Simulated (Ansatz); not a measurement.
The cluster B6N. The state is a doublet with charge 0. Geometry B3LYP-D4/def2-SVP; atoms count from 1.

```xyz
7

N     0.7734   -0.3614    0.3563
B    -1.0114   -0.7838    0.3748
B    -0.3550    0.4108    1.1740
B     0.6892    0.9480   -0.5474
B     0.6389    1.6307    0.8963
B    -0.7449   -1.5852   -0.9464
B     0.0099   -0.2592   -1.3076
```

The charge 0 doublet is spin-contaminated (final ⟨S²⟩ up to 0.95, 0.75 for a pure state). Another isomer (doublet) lies 3.08 eV lower at PBE0-D4/def2-TZVP; other spin states weren't run for this one.

(1) Estimate the Mulliken populations from the PBE0/def2-TZVP orbitals of Ansatz.

(2) Where does the spin sit?

(3) And the Mayer bond orders between heavy atoms (over 0.3)?

## Answers

(1) 
```csv
atom,charge (e),spin (α − β)
N1,-0.09,0.02
B2,-0.05,-0.11
B3,-0.01,0.03
B4,-0.01,0.03
B5,0.11,0.65
B6,0.09,0.49
B7,-0.05,-0.11
```
Mulliken values depend strongly on the basis.

(2) Summed by element: N 0.02, B 0.98, of 1 unpaired in all. Largest on single atoms: B5 0.65, B6 0.49, B2 -0.11.

(3) N1–B2 0.47 (1.83 Å); N1–B3 0.77 (1.59 Å); N1–B4 0.77 (1.59 Å); N1–B7 0.47 (1.83 Å); B2–B3 1.07 (1.58 Å); B2–B6 1.27 (1.57 Å); B2–B7 0.42 (2.04 Å); B3–B5 1.15 (1.60 Å); B4–B5 1.15 (1.60 Å); B4–B7 1.07 (1.58 Å); B6–B7 1.27 (1.57 Å).
